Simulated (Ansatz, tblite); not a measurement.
Removing and adding an electron: the cluster CuSn₂. Charge 0, multiplicity 2. Geometry: PBE-D4/def2-TZVP. Ansatz, gas phase; energy differences of separate SCF runs; the oxidised species is a triplet (the singlet lies 0.56 eV higher at PBE0-D4/def2-TZVP); the reduced species is a singlet (the triplet lies 0.94 eV higher at PBE0-D4/def2-TZVPD).

```
atom   x (Å)   y (Å)   z (Å)
 Cu1   0.122   1.346   0.535
 Sn2   0.448  -0.250  -1.448
 Sn3  -0.569  -1.096   0.912
```

In the def2 sets Sn takes a core potential; there is no spin–orbit coupling. The xTB rows come from tblite. HOMO above LUMO, or a gap near zero within one spin, warns that the state may not be the lowest or that an electron is smeared out. The structure comes from a short search, and lower isomers may exist.

```json
{"level": "GFN1-xTB", "−HOMO (eV)": "–", "vertical IE (eV)": "12.28", "−LUMO (eV)": "–", "vertical EA (eV)": "6.28", "HOMO–LUMO gap (eV)": "–", "IE − EA (eV)": "6.00", "remarks": "–"}
{"level": "r2SCAN-D4/def2-TZVP", "−HOMO (eV)": "4.37", "vertical IE (eV)": "6.61", "−LUMO (eV)": "3.91", "vertical EA (eV)": "–", "HOMO–LUMO gap (eV)": "0.46", "IE − EA (eV)": "–", "remarks": "–"}
{"level": "r2SCAN-D4/def2-TZVPD", "−HOMO (eV)": "4.38", "vertical IE (eV)": "–", "−LUMO (eV)": "3.92", "vertical EA (eV)": "1.93", "HOMO–LUMO gap (eV)": "0.46", "IE − EA (eV)": "–", "remarks": "HOMO above zero (-1 singlet)"}
{"level": "PBE0-D4/def2-TZVPD", "−HOMO (eV)": "4.96", "vertical IE (eV)": "–", "−LUMO (eV)": "3.36", "vertical EA (eV)": "1.90", "HOMO–LUMO gap (eV)": "1.61", "IE − EA (eV)": "–", "remarks": "–"}
```

Task: Estimate the rows for GFN2-xTB, PBE-D4/def2-TZVP, PBE-D4/def2-TZVPD, PBE0-D4/def2-TZVP.

Result: 
```json
{"level": "GFN2-xTB", "−HOMO (eV)": "–", "vertical IE (eV)": "11.42", "−LUMO (eV)": "–", "vertical EA (eV)": "4.42", "HOMO–LUMO gap (eV)": "–", "IE − EA (eV)": "7.00", "remarks": "–"}
{"level": "PBE-D4/def2-TZVP", "−HOMO (eV)": "4.22", "vertical IE (eV)": "6.63", "−LUMO (eV)": "4.11", "vertical EA (eV)": "–", "HOMO–LUMO gap (eV)": "0.11", "IE − EA (eV)": "–", "remarks": "gap within one spin near zero (doublet)"}
{"level": "PBE-D4/def2-TZVPD", "−HOMO (eV)": "4.23", "vertical IE (eV)": "–", "−LUMO (eV)": "4.12", "vertical EA (eV)": "1.96", "HOMO–LUMO gap (eV)": "0.11", "IE − EA (eV)": "–", "remarks": "HOMO above zero (-1 singlet), gap within one spin near zero (doublet)"}
{"level": "PBE0-D4/def2-TZVP", "−HOMO (eV)": "4.95", "vertical IE (eV)": "6.63", "−LUMO (eV)": "3.34", "vertical EA (eV)": "–", "HOMO–LUMO gap (eV)": "1.61", "IE − EA (eV)": "–", "remarks": "–"}
```

   A HOMO above zero means that the electron is unbound at that level or that self-interaction error raises the level; the energy of removing that electron tells which. HOMO and LUMO are the levels of the spin that leaves or enters (xTB has no such levels and no spin-polarisation term). Other spin states of the ions may lie lower, which would lower the ionisation energy or raise the affinity. Raw xTB energy differences between charge states are shifted by several eV; the methods need an empirical correction for them.
